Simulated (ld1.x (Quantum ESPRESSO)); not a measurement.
**Reading a pseudo-wave (Bi)**

Columns: radius, all-electron u(r) and pseudo u(r) of the 6s shell (level -15.06 eV) of bismuth in the configuration [Xe] 4f14 5d10 6s1.5 6p3.5; PBEsol, scalar-relativistic, TM scheme, ld1.x (Quantum ESPRESSO) 7.5.

```csv
r (bohr),all-electron,pseudo
0.125,0.1879,-0.1094
0.250,-0.2133,-0.1953
0.375,-0.1489,-0.2418
0.500,0.2011,-0.2494
0.625,0.3931,-0.2349
0.750,0.3640,-0.2204
0.875,0.1940,-0.2236
1.000,-0.0302,-0.2580
1.125,-0.2511,-0.3347
1.250,-0.4396,-0.4541
1.375,-0.5854,-0.5857
1.500,-0.6882,-0.6882
1.625,-0.7527,-0.7527
1.750,-0.7859,-0.7859
1.875,-0.7942,-0.7942
2.000,-0.7836,-0.7836
2.125,-0.7594,-0.7594
2.250,-0.7255,-0.7255
2.375,-0.6855,-0.6855
2.500,-0.6418,-0.6418
2.625,-0.5963,-0.5963
2.750,-0.5506,-0.5506
2.875,-0.5057,-0.5057
3.000,-0.4624,-0.4624
3.125,-0.4211,-0.4211
3.250,-0.3822,-0.3822
```

How many radial nodes do the two functions have?

The all-electron 6s function has n − l − 1 = 5 (the table is too coarse to show those close to the nucleus); the pseudo-wave has 0, since the states of the same l below it are removed with the core.

At about which radius was the pseudo-wave matched?

1.45 bohr, where the columns begin to agree (steps of 0.12 bohr).

Where does each function peak?

Outermost all-electron maximum near 1.88 bohr, pseudo maximum near 1.88 bohr (to the table’s step).

Is the pseudo-wave norm-conserving?

Yes: the TM scheme keeps the norm inside the radius equal to the all-electron one, which fixes the energy derivative of the logarithmic derivative at the level.
